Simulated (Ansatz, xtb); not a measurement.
# Two isomers of C3H6N2SSi

Structure I: `[SiH3]c1cncn1S`, a singlet. Structure II: `[SiH3]c1cn(S)cn1`, a singlet. Both are isolated molecules in the gas phase, relaxed with PBE0-D3(BJ)/def2-SVP; the shapes shown needn't be the lowest conformers.

I (Å):

```xyz
13

C    -0.7756   -1.1346    0.4585
C    -2.1290   -1.0976    0.7272
C    -1.5555   -3.1039    1.1478
N    -2.5935   -2.3133    1.1477
N    -0.4237   -2.4494    0.7451
S     1.1278   -3.1352    0.5584
Si    0.3967    0.1835   -0.1406
H     1.5098    0.4034    0.8328
H    -0.4051    1.4353   -0.2650
H     0.9914   -0.1635   -1.4655
H    -2.7928   -0.2381    0.6323
H    -1.5342   -4.1592    1.4226
H     1.6038   -2.8206    1.7890
```

II (Å):

```xyz
13

C     0.0525   -1.1159    0.5973
C    -1.0573   -1.6123    1.2413
C    -0.8078   -2.5706   -0.7334
N    -1.6080   -2.5392    0.3833
N     0.1834   -1.7352   -0.6364
S    -2.9768   -3.5165    0.6757
Si    1.2660    0.1762    1.1830
H     2.6465   -0.3861    1.2717
H     0.8406    0.6391    2.5403
H     1.2890    1.3473    0.2565
H    -1.5032   -1.4037    2.2109
H    -3.9041   -2.6623    0.1760
H    -1.0288   -3.2382   -1.5672
```

Quicker runs give these differences E(II) − E(I): GFN2-xTB +2.6 kcal/mol; HF/STO-3G +0.1 kcal/mol (at GFN2-xTB geometries); r2SCAN-D4/def2-SVP +2.5 kcal/mol (at GFN2-xTB geometries).

**Question.** Estimate E(II) − E(I) at the level CCSD(T)/def2-SVP + ΔMP2/def2-TZVPP.

**Answer.** Calculated at CCSD(T)/def2-SVP + ΔMP2/def2-TZVPP: E(II) − E(I) = +2.1 kcal/mol, so structure I lies lower.

How the difference moves with the method:

```json
{"level": "GFN2-xTB", "geometry": "GFN2-xTB", "E(II) − E(I) (kcal/mol)": "+2.6", "departure from the last row (kcal/mol)": "+0.5", "job, with rough time for the two": "optimisation, 0.17 s"}
{"level": "HF/STO-3G", "geometry": "GFN2-xTB", "E(II) − E(I) (kcal/mol)": "+0.1", "departure from the last row (kcal/mol)": "−2.0", "job, with rough time for the two": "single point, 0.56 s"}
{"level": "r2SCAN-D4/def2-SVP", "geometry": "GFN2-xTB", "E(II) − E(I) (kcal/mol)": "+2.5", "departure from the last row (kcal/mol)": "+0.4", "job, with rough time for the two": "single point, 6.6 s"}
{"level": "PBE0-D3(BJ)/def2-SVP", "geometry": "PBE0-D3(BJ)/def2-SVP", "E(II) − E(I) (kcal/mol)": "+2.8", "departure from the last row (kcal/mol)": "+0.7", "job, with rough time for the two": "optimisation, 65 s"}
{"level": "HF/def2-SVP", "geometry": "PBE0-D3(BJ)/def2-SVP", "E(II) − E(I) (kcal/mol)": "+1.2", "departure from the last row (kcal/mol)": "−0.9", "job, with rough time for the two": "part of the CCSD(T) run"}
{"level": "MP2/def2-SVP", "geometry": "PBE0-D3(BJ)/def2-SVP", "E(II) − E(I) (kcal/mol)": "+2.1", "departure from the last row (kcal/mol)": "0.0", "job, with rough time for the two": "part of the CCSD(T) run"}
{"level": "CCSD(T)/def2-SVP", "geometry": "PBE0-D3(BJ)/def2-SVP", "E(II) − E(I) (kcal/mol)": "+2.0", "departure from the last row (kcal/mol)": "−0.1", "job, with rough time for the two": "single point"}
{"level": "CCSD(T)/def2-SVP + ΔMP2/def2-TZVPP", "geometry": "PBE0-D3(BJ)/def2-SVP", "E(II) − E(I) (kcal/mol)": "+2.1", "departure from the last row (kcal/mol)": "", "job, with rough time for the two": "single point, 1.8 min"}
```

As drawn, both hold the same kinds of bond in the same numbers.

HF/STO-3G finds them nearly level. The largest departure from CCSD(T)/def2-SVP + ΔMP2/def2-TZVPP is that of HF/STO-3G, 2.0 kcal/mol. The last row adds to CCSD(T) the change of the MP2 difference between the two basis sets, here +0.1 kcal/mol.

With thermal terms from frequencies at re-optimised GFN2-xTB minima (ideal gas, soft modes damped towards free rotors, one conformer each, 298.15 K, 1 atm): the zero-point term adds −0.4 kcal/mol; ΔH is +1.9 and ΔG +1.4 kcal/mol.

The correlated steps freeze 15 core orbitals. Programs: Ansatz 0.2.0, xtb 6.7.1; the last row on 2 threads of Arm Neoverse V2 on a shared host.
